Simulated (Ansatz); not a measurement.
The pair A = BH3 (SMILES B) (first 4 atoms), B = PH3 (SMILES P); geometry from B3LYP-D3(BJ)/def2-TZVP.
(charge 0, multiplicity 1):
```xyz
8

B     -0.030    -0.077     0.672
H      1.097    -0.421     0.418
H     -0.842    -0.969     0.655
H     -0.384     0.932     0.116
P      0.054     0.430     2.532
H     -1.126     0.888     3.145
H      0.445    -0.547     3.465
H      0.930     1.469     2.893
```

Correlated levels freeze the cores. MP2 and its Hartree–Fock in aug-cc-pV(Q+d)Z are density fitted.

Codes used: Ansatz (a quantum-chemistry and plane-wave program) with Gaussian orbitals. Values without a source in brackets are computed.

The counterpoise-corrected interaction energy is E(AB) − E(A in the pair's basis) − E(B in the pair's basis). Total energies (hartree):

```
level                              AB  A in the pair's basis  B in the pair's basis
-----------------------  ------------  ---------------------  ---------------------
HF/aug-cc-pV(T+d)Z       -368.9091497            -26.3806379           -342.4895405
MP2/aug-cc-pV(T+d)Z      -369.2205032            -26.4972178           -342.6628360
HF/aug-cc-pV(Q+d)Z       -368.9145378            -26.3824035           -342.4928658
MP2/aug-cc-pV(Q+d)Z      -369.2433272            -26.5050547           -342.6757842
CCSD(T)/aug-cc-pV(T+d)Z  -369.2760132            -26.5217650           -342.6976038
```

Q: Work out the counterpoise-corrected interaction energy at the basis-set limit: extrapolate the MP2 correlation part as X⁻³, take Hartree–Fock from the larger set, and add the CCSD(T) − MP2 difference of aug-cc-pV(T+d)Z.

A: 
1. Differences (1 hartree = 627.509 kcal/mol): HF/aug-cc-pV(T+d)Z -24.455; MP2/aug-cc-pV(T+d)Z -37.933; HF/aug-cc-pV(Q+d)Z -24.641; MP2/aug-cc-pV(Q+d)Z -39.212; CCSD(T)/aug-cc-pV(T+d)Z -35.545.
2. Correlation parts, MP2 less HF: -13.478 in aug-cc-pV(T+d)Z (X = 3), -14.571 in aug-cc-pV(Q+d)Z (X = 4).
3. Limit (4³·(-14.571) − 3³·(-13.478))/(4³ − 3³) = -15.368; with HF/aug-cc-pV(Q+d)Z it gives -40.010.
4. CCSD(T) less MP2 in aug-cc-pV(T+d)Z: 2.388.
Result: -37.62 kcal/mol, against -37.93 at MP2/aug-cc-pV(T+d)Z. It is an estimate of this method's limit, not of the exact value.
